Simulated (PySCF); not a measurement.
# `[N+](#C[C@H](C#C)CF)[AlH2-][CH3]`, C₆H₉AlFN

Molfile (atoms numbered from 1):
```
C6H9AlFN
     RDKit          3D

 18 17  0  0  0  0  0  0  0  0999 V2000
   -2.9721   -1.5639    0.4518 C   0  0  0  0  0  0  0  0  0  0  0  0
   -2.4126   -0.5370    0.6999 C   0  0  0  0  0  0  0  0  0  0  0  0
   -1.7054    0.7077    0.9770 C   0  0  1  0  0  0  0  0  0  0  0  0
   -0.3092    0.4727    0.7063 C   0  0  0  0  0  0  0  0  0  0  0  0
    0.7883    0.2633    0.4521 N   0  0  0  0  0  0  0  0  0  0  0  0
    2.1255   -1.2180    0.1994 Al  0  0  0  0  0  4  0  0  0  0  0  0
    3.7054   -0.4933   -0.7781 C   0  0  0  0  0  0  0  0  0  0  0  0
   -2.2579    1.8562    0.1098 C   0  0  0  0  0  0  0  0  0  0  0  0
   -1.7292    3.0448    0.5236 F   0  0  0  0  0  0  0  0  0  0  0  0
   -3.4726   -2.4640    0.2507 H   0  0  0  0  0  0  0  0  0  0  0  0
   -1.8182    0.9750    2.0371 H   0  0  0  0  0  0  0  0  0  0  0  0
    1.0758   -2.1177   -0.5568 H   0  0  0  0  0  0  0  0  0  0  0  0
    2.1629   -1.5027    1.7423 H   0  0  0  0  0  0  0  0  0  0  0  0
    3.6230    0.5580   -1.0810 H   0  0  0  0  0  0  0  0  0  0  0  0
    4.6238   -0.5625   -0.1816 H   0  0  0  0  0  0  0  0  0  0  0  0
    3.9018   -1.0565   -1.6996 H   0  0  0  0  0  0  0  0  0  0  0  0
   -3.3452    1.9218    0.2257 H   0  0  0  0  0  0  0  0  0  0  0  0
   -1.9926    1.7224   -0.9438 H   0  0  0  0  0  0  0  0  0  0  0  0
  1  2  3  0
  2  3  1  0
  3  4  1  0
  4  5  3  0
  5  6  1  0
  6  7  1  0
  3  8  1  0
  8  9  1  0
  1 10  1  0
  3 11  1  1
  6 12  1  0
  6 13  1  0
  7 14  1  0
  7 15  1  0
  7 16  1  0
  8 17  1  0
  8 18  1  0
M  CHG  2   5   1   6  -1
M  END
```

Method used: PySCF 2.14.0, GIAO BHandHLYP/pcSseg-1 magnetisability, rotational g tensor and spin-rotation constants, non-relativistic, gas phase. Geometry: GFN2-xTB.

(1) Give the nuclear spin-rotation constants along the inertial axes (H = +C I·J) beside the isotropic shieldings.

Results:

(1) Rotational constants 1.8990, 0.6157, 0.4870 GHz. A star marks the isotopologue with that one atom substituted, in its own axes.
| atom | isotope | Caa (kHz) | Cbb (kHz) | Ccc (kHz) | mean (kHz) | σ (ppm) |
| --- | --- | --- | --- | --- | --- | --- |
| N5 | 14N | 0.054 | 0.120 | 0.094 | 0.089 | 9.6 |
| Al6 | 27Al | 1.106 | 0.342 | 0.293 | 0.580 | 425.9 |
| F9 | 19F | 0.645 | 0.246 | 0.122 | 0.338 | 413.9 |
| H10 | 1H | -0.225 | 0.003 | -0.052 | -0.091 | 29.6 |
| H11 | 1H | -0.182 | -0.071 | 0.013 | -0.080 | 27.9 |
| H12 | 1H | -0.109 | -0.009 | -0.020 | -0.046 | 27.7 |
| H13 | 1H | -0.128 | -0.043 | 0.011 | -0.053 | 27.8 |
| H14 | 1H | -0.176 | -0.013 | -0.053 | -0.081 | 32.5 |
| H15 | 1H | -0.083 | -0.065 | -0.034 | -0.060 | 32.3 |
| H16 | 1H | -0.153 | -0.062 | -0.018 | -0.078 | 32.4 |
| H17 | 1H | 0.098 | -0.063 | -0.051 | -0.005 | 27.0 |
| H18 | 1H | -0.151 | -0.072 | 0.021 | -0.067 | 26.9 |
| C1 | 13C* | 0.636 | 0.047 | 0.157 | 0.280 | 98.6 |
| C2 | 13C* | 0.643 | 0.010 | 0.148 | 0.267 | 116.4 |
| C3 | 13C* | 0.300 | 0.086 | 0.071 | 0.153 | 162.5 |
| C4 | 13C* | 0.055 | 0.277 | 0.224 | 0.185 | 55.7 |
| C7 | 13C* | 0.177 | 0.057 | 0.046 | 0.093 | 201.5 |
| C8 | 13C* | 0.520 | 0.114 | 0.127 | 0.254 | 101.6 |

For the geometry as given, no vibrational averaging.
